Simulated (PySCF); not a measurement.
# Ionisation energy of Zr by level of theory

Zr [Kr] 4d2 5s2 [4d3/2^2, M_J = 2] → Zr⁺ [Kr] 4d2 5s1 [4d3/2^2 5s1/2^1, M_J = 3/2], as a difference of total energies. All numbers are calculated (PySCF 2.14, the two-component X2C-1e Hamiltonian, in x2c-TZVPall-2c with one added diffuse shell each of s, p, d type (9s10p8d1f, 86 functions)). Correlated levels: [Ar] 3d10 frozen; the 6 highest virtual spinors dropped. "Screened" scales the spin-orbit matrix elements by Boettger's factors to mimic the two-electron term; Breit and QED terms are absent.

```
                    method  ionisation energy (eV)
           GHF (spin-free)                   5.212
          GMP2 (spin-free)                   6.265
 GHF (screened spin-orbit)                   5.210
GMP2 (screened spin-orbit)                   6.265
```

Task: How much does correlation contribute at GMP2 (screened spin-orbit)?

Result: 6.265 − (5.210) = 1.055 eV, measured against GHF (screened spin-orbit).

The spin-free rows relax to the high-spin LS determinant and lack the spin-orbit shift.

Errors of the correlated levels include the incompleteness of this basis and the frozen core.

The labels give the starting determinants; with spin-orbit coupling the two ends relaxed to ⟨J²⟩ = 7.71, ⟨L²⟩ = 12.08, ⟨S²⟩ = 2.05 and ⟨J²⟩ = 6.41, ⟨L²⟩ = 11.98, ⟨S²⟩ = 3.74.

MP2 underrates the near-degeneracy of ns² with np² in the lower species.

The determinant of Zr and of Zr⁺ mixes levels of different J (the jj label is only the starting occupation), so the difference between spin-free and spin-orbit rows is not the physical spin-orbit shift.

For comparison: 6.634 eV (measured; NIST Atomic Spectra Database, ionization energies).
